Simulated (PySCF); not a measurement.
CdHIO, SMILES [OH][Cd][I].

The structure is a stationary point at PBE0-D3(BJ)/def2-TZVP. The def2 effective core potentials stand for the cores of Cd, I; spin–orbit coupling is left out. One conformer was computed; it need not be the lowest.

All values below come from TDA-B3LYP/def2-SVPD in PySCF 2.14.0.

Vertical excitations. The molecule is in vacuum. State labels are in the subgroup Cs.

| state | symmetry | energy (eV) | λ (nm) | f | main pairs |
|---|---|---|---|---|---|
| S1 | A" | 4.18 | 297 | 0.004 | HOMO→LUMO 97 % |
| S2 | A' | 4.28 | 290 | 0.015 | HOMO−1→LUMO 99 % |
| S3 | A" | 4.76 | 260 | 0.029 | HOMO−2→LUMO 97 % |
| S4 | A' | 5.65 | 220 | 0.081 | HOMO−3→LUMO 55 %, HOMO→LUMO+2 25 %, HOMO−1→LUMO+1 11 % |
| S5 | A" | 5.65 | 219 | 0.000 | HOMO→LUMO+1 99 % |
| S6 | A' | 5.78 | 214 | 0.001 | HOMO−1→LUMO+1 67 %, HOMO→LUMO+2 31 % |
| S7 | A" | 5.88 | 211 | 0.000 | HOMO−1→LUMO+2 99 % |
| S8 | A' | 6.12 | 203 | 0.049 | HOMO−4→LUMO 48 %, HOMO→LUMO+2 22 %, HOMO−2→LUMO+2 17 % |
| S9 | A" | 6.31 | 196 | 0.000 | HOMO−2→LUMO+1 99 % |
| S10 | A' | 6.75 | 184 | 0.005 | HOMO−3→LUMO+1 78 %, HOMO−2→LUMO+2 18 % |
| T1 | A" | 3.85 | 322 | 0 | HOMO→LUMO 95 % |
| T2 | A' | 3.95 | 314 | 0 | HOMO−1→LUMO 99 % |
| T3 | A" | 4.33 | 286 | 0 | HOMO−2→LUMO 94 % |
| T4 | A' | 4.63 | 268 | 0 | HOMO−3→LUMO 96 % |
Triplets are in the Tamm–Dancoff approximation.
